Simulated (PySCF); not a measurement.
# Core-level binding energies of `C[SiH2][As]([SiH3])[SiH3]`

CH11AsSi3.
Bonds: C1–Si2, Si2–As3, As3–Si4, As3–Si5. Hydrogens: H6, H7, H8 on C1; H9, H10 on Si2; H11, H12, H13 on Si4; H14, H15, H16 on Si5.

Theory: delta-SCF UKS SCAN, pcX-2 on the ionised atom, pcseg-1 elsewhere, spin-free X2C (PySCF). Binding energies are ΔSCF values: E(core-ionised, relaxed orbitals) − E(ground state) at a fixed geometry, referred to the vacuum level.

Q: List the computed XPS lines with their assignment.

A: 
```csv
atom(s),bonded to,level,binding energy (eV),2p1/2 (eV),above the level's lowest (eV),count
C1,3 H and Si,C 1s,290.26,–,0.00,1
Si2,"C, 2 H and As",Si 2p3/2,106.37,106.99,0.00,1
Si2,"C, 2 H and As",Si 1s,1846.16,–,0.00,1
Si4/Si5,3 H and As,Si 2p3/2,106.54,107.16,+0.17,2
Si4/Si5,3 H and As,Si 1s,1846.30,–,+0.14,2
```

The 2 Si 1s values lie within 0.14 eV of each other; Gaussian lines of 0.5 eV full width would blend them into one maximum.

The 2 Si 2p3/2 values lie within 0.17 eV of each other.

Q: Give the binding energy of Si 1s of Si4/Si5 in hartree and in kJ/mol.

A: 1846.30 eV = 67.8503 Eh = 178141 kJ/mol.

Q: Which effective nuclear charge Zeff reproduces each element's mean 1s value in the hydrogen-like formula E = 13.606 eV × Zeff²?

A: C (Z = 6): mean 290.3 eV, Zeff = 4.62, Z − Zeff = 1.38; Si (Z = 14): mean 1846.3 eV, Zeff = 11.65, Z − Zeff = 2.35. Means run over the listed sites, weighted by atom count.

Topologically equivalent atoms share the value of their first member; where this conformer doesn't relate them by symmetry, their own values could differ. Spin–orbit coupling isn't in the SCF: each 2p doublet comes from a relaxed spin-free hole plus a matrix of the shell (mean-field spin–orbit coupling and the ground-state 2p splitting), with 2p3/2 averaged over its two sublevels. 2p1/2 minus 2p3/2 (ligand field included): Si 0.62 eV. No level of arsenic is listed. One conformer (not necessarily the lowest) at the PBE0-D3(BJ)/def2-SVP geometry, without solvent, vibrations or thermal averaging.

Shape of the structure used: `[CH3:1][SiH2:2][As:3]([SiH3:4])[SiH3:5]`: C1–Si2–As3–Si4 74°.
